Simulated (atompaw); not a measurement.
# Which change was made? (Ga, PAW (atompaw))

```
Element                 : Ga (Z = 31)
Generator               : atompaw 4.2.0.5
Type                    : PAW
Functional              : LDA (PW92)
Relativity              : scalar-relativistic
Frozen core             : [Ar]
Valence charge          : 13
Reference configuration : 3d10 4s2 4p1
Partial waves           : 4s (bound): rc 2.50 bohr; 4s channel at 1.3 Ry: rc 1.40 bohr; 4p (bound): rc 2.50 bohr; 4p channel at 0.45 Ry: rc 2.50 bohr; 3d (bound): rc 1.50 bohr; 3d channel at 3.2 Ry: rc 1.50 bohr
Local potential         : bessel scheme, radius 2.00 bohr
Core correction         : smooth core density matched at 2.05 bohr
Augmentation charge     : besselshape compensation charge, radius 2.25 bohr; PAW radius 2.50 bohr; waves and projectors: custom rrkj vanderbiltortho
```

Cutoffs, loose and tight: the cutoffs (Ry, on a coarse ladder) from which the occupation-weighted sum of valence levels, in a spherical-Bessel basis at the reference potential, stays within 10 and 1 mRy of its value at 400 Ry. They see the waves, projectors and local potential, not the compensation charge or the core.

The base gives: outcome: generated; cutoff, loose: 50 Ry; cutoff, tight: 90 Ry; bound ghosts: none.

Problem. After one change the result is: outcome: generated, no UPF (negative core plus compensation charge); cutoff, loose: 6 Ry; cutoff, tight: 8 Ry; bound ghosts: none. Which change was it?
A. augmentation besselshape compensation charge, radius 2.25 bohr; PAW radius 2.50 bohr; waves and projectors: custom polynom vanderbiltortho
B. core [Ar] 3d10, valence charge 3; reference 4s1 4p2; waves now 4s (bound): rc 2.80 bohr; 4s channel at -0.4 Ry: rc 1.65 bohr; 4p (bound): rc 2.80 bohr; 4p channel at 0.6 Ry: rc 2.80 bohr; local potential bessel scheme, radius 2.20 bohr; core correction smooth core density matched at 2.50 bohr; augmentation besselshape compensation charge, radius 2.10 bohr; PAW radius 2.80 bohr; waves and projectors: custom rrkj vanderbiltortho
C. wave 3d (bound): rc 1.50 bohr becomes 3d (bound): rc 2.34 bohr

Solution. B. The others give: wave 3d (bound): rc 1.50 bohr becomes 3d (bound): rc 2.34 bohr → outcome: generated; cutoff, loose: 18 Ry; cutoff, tight: 30 Ry; bound ghosts: none | augmentation besselshape compensation charge, radius 2.25 bohr; PAW radius 2.50 bohr; waves and projectors: custom polynom vanderbiltortho → outcome: generated; cutoff, loose: 70 Ry; cutoff, tight: 110 Ry; bound ghosts: s.
